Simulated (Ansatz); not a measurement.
`N#CCBr` and `COCC#N` differ in one atom or group.

Ansatz, PBE0-D4/def2-TZVP geometries, multiplicity 1. Each molecule was computed in one conformer, which needn't be the lowest.

Scalar relativity is left out up to krypton.

```json
{"property": "LUMO energy (ωB97M-V/def2-TZVPP) / eV", "`N#CCBr`": "0.67"}
{"property": "LUMO energy (PBE/def2-TZVPP) / eV", "`N#CCBr`": "-2.47"}
{"property": "HOMO energy (PBE/def2-TZVPP) / eV", "`N#CCBr`": "-7.41"}
{"property": "HOMO–LUMO gap (PBE0/def2-TZVPP) / eV", "`N#CCBr`": "7.28"}
{"property": "size of the dipole moment (ωB97M-V/def2-TZVPP) / D", "`N#CCBr`": "3.32"}
{"property": "HOMO energy (PBE0/def2-TZVPP) / eV", "`N#CCBr`": "-8.74"}
```

(1) What does the change do to each property? (Best estimate.)

Answers

(1) The calculation gave: 
```json
{"property": "LUMO energy (ωB97M-V/def2-TZVPP) / eV", "`COCC#N`": "2.10", "shift": "1.43"}
{"property": "LUMO energy (PBE/def2-TZVPP) / eV", "`COCC#N`": "-1.04", "shift": "1.43"}
{"property": "HOMO energy (PBE/def2-TZVPP) / eV", "`COCC#N`": "-6.83", "shift": "0.58"}
{"property": "HOMO–LUMO gap (PBE0/def2-TZVPP) / eV", "`COCC#N`": "8.55", "shift": "1.27"}
{"property": "size of the dipole moment (ωB97M-V/def2-TZVPP) / D", "`COCC#N`": "3.23", "shift": "-0.09"}
{"property": "HOMO energy (PBE0/def2-TZVPP) / eV", "`COCC#N`": "-8.49", "shift": "0.25"}
```

With PBE0 the HOMO rises by 0.25 eV and the LUMO rises by 1.52 eV, so the gap widens by about 1.27 eV. PBE moves the HOMO by 0.58 eV and ωB97M-V by 0.09 eV. The zero-point energy changes by 111.9 kJ/mol with +12 modes. Dipoles are sizes alone; their direction can turn.

Spin–orbit coupling is left out; it splits and shifts lone-pair levels of the heavy atoms by tenths of an eV.
